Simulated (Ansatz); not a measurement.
A single point on C4H10F2InN, SMILES `CC(C)(C)[NH][In]([F])[F]`.

```yaml
crystal:
  periodic: [false, false, false]
  atoms:
    - {symbol: C, position_ang: [-0.624901, -1.829088, 0.015884]}
    - {symbol: C, position_ang: [-0.126389, -0.390966, 0.140181]}
    - {symbol: C, position_ang: [1.356826, -0.384765, 0.480797]}
    - {symbol: C, position_ang: [-0.913059, 0.333378, 1.231340]}
    - {symbol: N, position_ang: [-0.299914, 0.236680, -1.174128]}
    - {symbol: In, position_ang: [0.435837, 2.053067, -1.576328]}
    - {symbol: F, position_ang: [-0.115577, 3.098952, -3.113307]}
    - {symbol: F, position_ang: [1.918535, 2.923358, -0.676771]}
    - {symbol: H, position_ang: [-0.495799, -2.365441, 0.958589]}
    - {symbol: H, position_ang: [-1.688849, -1.851198, -0.237592]}
    - {symbol: H, position_ang: [-0.074855, -2.356555, -0.765235]}
    - {symbol: H, position_ang: [1.747405, 0.636834, 0.553342]}
    - {symbol: H, position_ang: [1.926530, -0.918216, -0.283045]}
    - {symbol: H, position_ang: [1.534049, -0.866988, 1.444042]}
    - {symbol: H, position_ang: [-1.975068, 0.380676, 0.976399]}
    - {symbol: H, position_ang: [-0.818214, -0.170573, 2.196802]}
    - {symbol: H, position_ang: [-0.544535, 1.357353, 1.354415]}
    - {symbol: H, position_ang: [-1.242032, 0.113484, -1.525392]}
basis:
  gaussian: {orbitals: def2-QZVPP}
correlation: {method: mp2}
```

```sh
$ ansatz run in.yaml --threads 2 --pin off --events-out ev --progress --plain --max-ram 31744MiB --backend cuda --devices 0, --max-vram 18GiB
```

Shortened log:

```
Functional definition: HF
4718 factors; integrals over basis functions are off by at most 8.8e-4 eV
mean field evaluation 1: about -16320.0456 eV, gradient 6.5e1 eV
mean field evaluation 2: about -16320.2763 eV, gradient 6.5e1 eV
mean field evaluation 4: about -16329.0866 eV, gradient 5.9e0 eV
mean field evaluation 8: about -16329.2094 eV, gradient 3.8e-1 eV
mean field -16329.21028249 eV, -600.0874095452 hartree, gradient 8.3e-6 eV, S^2 0.000000; 0 other end points of the search recorded, 0 dependent functions left out
11 core orbitals not correlated: weight in the atoms' cores, before any rotation towards them, 1.000 or more for the frozen orbitals, at most 0.000 for the correlated occupied ones
reference -16329.21028249 eV, -600.0874095452 hartree; 29, 29 occupied and 741, 741 virtual orbitals, 4718 factors
second order -54.61105455 eV of doubles, -0.00000000 eV of singles
Total energy: -16383.82133704 eV, -602.0943287831 hartree
```

It took 6.5 s on 2 threads of an AMD EPYC 7R13 on a shared host and a share of an NVIDIA H100 80 GB, with 1.4 GiB of host memory at the peak.
